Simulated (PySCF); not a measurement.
Electron correlation in Cs⁺ (caesium, charge +1)

[Xe], closed-shell 1S. Computed with PySCF 2.14 in x2c-TZVPPall with one added diffuse shell each of s, p, d type (12s8p7d2f1g, 94 functions), with scalar relativity by spin-free X2C-1e. Frozen: [Kr] 4d10; 8 electrons correlated.

| level | correlation energy (mhartree) |
| --- | --- |
| CCSD | -159.52 |
| (T) | -4.25 |
| CCSD(T) | -163.77 |

Diagnostics: T1 = 0.0030, D1 = 0.0044, largest double amplitude 0.027.

Cost of the coupled-cluster step: of the order of 5 core-seconds, for 8 correlated electrons.

Iterations:

```
CC2 = 0
CCSD nocc = 4, nmo = 71
frozen orbitals [0, 1, 2, 3, 4, 5, 6, 7, 8, 9, 10, 11, 12, 13, 14, 15, 16, 17, 18, 19, 20, 21, 22]
max_cycle = 100
direct = 0
conv_tol = 1e-08
conv_tol_normt = 1e-06
diis_space = 8
diis_start_cycle = 0
Init t2, MP2 energy = -7783.07886832722  E_corr(MP2) -0.141629990088412
Init E_corr(CCSD) = -0.141629990089328
cycle = 1  E_corr(CCSD) = -0.155718187048381  dE = -0.014088197  norm(t1,t2) = 0.0242745
cycle = 2  E_corr(CCSD) = -0.15863678156611  dE = -0.00291859452  norm(t1,t2) = 0.00610069
cycle = 3  E_corr(CCSD) = -0.159516288220529  dE = -0.000879506654  norm(t1,t2) = 0.00171761
cycle = 4  E_corr(CCSD) = -0.159522888631546  dE = -6.60041102e-06  norm(t1,t2) = 0.000157905
cycle = 5  E_corr(CCSD) = -0.159515455295065  dE = 7.43333648e-06  norm(t1,t2) = 4.20209e-05
cycle = 6  E_corr(CCSD) = -0.159515583686632  dE = -1.28391567e-07  norm(t1,t2) = 5.50895e-06
cycle = 7  E_corr(CCSD) = -0.159515679578017  dE = -9.58913859e-08  norm(t1,t2) = 1.08177e-06
cycle = 8  E_corr(CCSD) = -0.159515670408286  dE = 9.16973175e-09  norm(t1,t2) = 1.93504e-07
CCSD converged
E(CCSD) = -7783.096754007537  E_corr = -0.1595156704082856
CCSD(T) correction = -0.00425454815393486
```

This basis was not built for core-valence correlation, so the inner-shell part is incomplete.
